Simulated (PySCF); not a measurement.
Electronic absorption of C3H5FGe

Species: C3H5FGe.
SMILES: `C#[C][GeH2][CH2]F`

Method used: TDDFT CAM-B3LYP/def2-SVPD, vertical, gas phase, core orbitals frozen in the response in PySCF. Isolated species at its PBE0-D3(BJ)/def2-SVP geometry (one conformer only). The CAM-B3LYP/def2-SVPD calculation is non-relativistic and has no spin–orbit coupling, an omission that weighs most on germanium. Torsions of this conformer, `[CH:1]#[C:2][GeH2:3][CH2:4][F:5]`: C2–Ge3–C4–F5 179°.

| state | E (eV) | λ (nm) | ν̃ (cm⁻¹) | f | \|μ\| (D) | symmetry | main configurations (H = HOMO, L = LUMO) |
| --- | --- | --- | --- | --- | --- | --- | --- |
| S1 | 6.09 | 203.6 | 49120 | 0.0000 | 0.04 | – | H-1→L (39%), H→L+2 (24%), H-1→L+3 (10%) |
| S2 | 6.35 | 195.2 | 51230 | 0.0040 | 0.41 | A′ | H-1→L+2 (41%), H→L (30%) |
| S3 | 6.36 | 194.8 | 51330 | 0.0010 | 0.20 | – | H→L+2 (51%), H-1→L (20%), H-2→L+2 (10%) |
| S4 | 7.64 | 162.3 | 61630 | 0.0027 | 0.30 | A′ | H→L+1 (47%), H→L+3 (26%), H-2→L+3 (9%) |
| S5 | 7.67 | 161.7 | 61860 | 0.083 | 1.69 | A′ | H→L (47%), H→L+3 (25%) |
| S6 | 7.79 | 159.2 | 62810 | 0.0048 | 0.40 | A″ | H-1→L+1 (68%), H-1→L (19%) |
| S7 | 8.15 | 152.1 | 65760 | 0.100 | 1.80 | A′ | H-2→L (36%), H→L+1 (22%), H→L+3 (9%) |
| S8 | 8.27 | 149.9 | 66710 | 0.0002 | 0.07 | – | H-1→L+3 (43%), H-2→L+2 (12%), H-1→L (12%) |
| S9 | 8.42 | 147.2 | 67930 | 0.0010 | 0.18 | – | H-2→L+2 (54%), H-1→L+3 (15%), H→L+2 (13%) |
| S10 | 8.62 | 143.8 | 69540 | 0.207 | 2.51 | A′ | H→L+4 (35%), H→L+5 (29%), H→L+1 (9%) |

Triplets (Tamm–Dancoff): T1 5.00 eV, H-1→L+2 (37%), H→L (22%); T2 5.48 eV, H-1→L (30%), H→L+2 (30%), H-1→L+3 (9%); T3 5.48 eV, H-1→L+2 (46%), H→L (20%); T4 6.13 eV, H→L+2 (42%), H-1→L (26%), H-2→L+2 (9%).

The lowest singlet comes at 204 nm (588 kJ/mol) in the ultraviolet; it is dark (f under 0.0005); its leading configuration is HOMO-1→LUMO (39%). The strongest level in the table is S10 at 8.62 eV (144 nm, f = 0.207). It is the last of those listed, so stronger ones may follow. Löwdin shares by element: HOMO carbon 71%, germanium 10% (atoms not listed hold the other 19%); LUMO carbon 44%, germanium 30% (atoms not listed hold the other 26%). Weighted by f, the mean energy of these states is 8.26 eV. The listed states span 2.53 eV, and the widest gap between neighbours is 1.28 eV (S3 to S4). Orbital energies (eV): HOMO-3 -11.22, HOMO-2 -10.55, HOMO-1 -9.66, HOMO -9.50, LUMO 0.81, LUMO+1 1.14, LUMO+2 1.15. All these states lie below the vertical ionisation energy of 10.40 eV (ΔSCF). Symmetry labels in Cs follow from the direction of the transition dipole and are given only for states with f of 0.002 or more. The window holds the lowest 10 singlets.

The run took 2.8 min of wall time on one thread, Arm Neoverse N1 (aarch64), shared host, and the process peaked at 0.75 GiB of memory.
